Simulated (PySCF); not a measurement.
# Frontier orbitals and the lowest excitations

Species: C6H9F3.
Geometry (GFN2-xTB, Å), atoms numbered from 1 in this order:
```xyz
18
C6H9F3 angstrom
C     -2.7974    0.3764   -0.1916
C     -1.5866   -0.4880   -0.5201
C     -0.2827    0.2826   -0.3328
C      0.9367   -0.5822   -0.6817
C      2.2002    0.2025   -0.5677
F      2.3978    1.1265   -1.5294
C      3.1041    0.0934    0.3966
F      2.9986   -0.7877    1.3883
F      4.2196    0.8006    0.5154
H     -3.7168   -0.1855   -0.3363
H     -2.8255    1.2535   -0.8343
H     -2.7587    0.7112    0.8427
H     -1.6576   -0.8335   -1.5537
H     -1.5818   -1.3687    0.1257
H     -0.2016    0.6155    0.7039
H     -0.2889    1.1679   -0.9717
H      0.8432   -0.9333   -1.7120
H      0.9887   -1.4448   -0.0176
```

Theory: PySCF, TDDFT PBE0/def2-SVPD, vertical, gas phase, core orbitals frozen in the response.

Frontier orbitals with the atoms that hold most of them (Löwdin shares over 4%, at most four atoms; ? is withheld):

| orbital | ε (eV) | atoms |
| --- | --- | --- |
| LUMO+2 | 0.91 | C1 21%, C7 11%, C2 9%, C5 7% |
| LUMO+1 | 0.67 | C7 34%, C5 24%, F9 10%, F8 8% |
| LUMO | 0.49 | ? |
| HOMO | -7.27 | ? |
| HOMO-1 | -9.54 | C2 24%, C3 16%, C1 11%, H14 10% |
| HOMO-2 | -9.64 | C2 23%, C3 22%, C1 15%, H10 9% |
| HOMO-3 | -9.92 | C2 24%, C1 23%, C3 13%, C4 12% |

Problem. Give the leading atoms of the LUMO.

Solution. C7 (bonded to C and 2 F) 18%; C5 (bonded to 2 C and F) 11%; C4 (bonded to 2 C and 2 H) 10%; C2 (bonded to 2 C and 2 H) 8%.

Problem. Give the leading atoms of the HOMO.

Solution. C5 (bonded to 2 C and F) 29%; C7 (bonded to C and 2 F) 28%; F6 (bonded to C) 12%; F8 (bonded to C) 10%. By element: carbon 57% or more, fluorine 22% or more.

Problem. How does S1 compare with the orbital gap of 7.76 eV?

Solution. S1 is at 6.52 eV (f = 0.011), 1.24 eV below the gap, made of HOMO→LUMO (50%), HOMO→LUMO+1 (33%), HOMO→LUMO+2 (9%). 

Next come S2 at 6.95 eV (f 0.012), HOMO→LUMO+4 (28%), HOMO→LUMO+3 (25%), HOMO→LUMO (23%); S3 at 7.30 eV (f 0.053), HOMO→LUMO+2 (37%), HOMO→LUMO+4 (24%), HOMO→LUMO (17%); S4 at 7.56 eV (f 0.047), HOMO→LUMO+3 (40%), HOMO→LUMO+2 (24%), HOMO→LUMO+4 (21%); S5 at 7.88 eV (f 0.404), HOMO→LUMO+1 (37%), HOMO→LUMO+2 (18%), HOMO→LUMO+3 (16%).

Rough CPU time on one thread of a shared machine: about 1.9 min.

One conformer stands for the species.
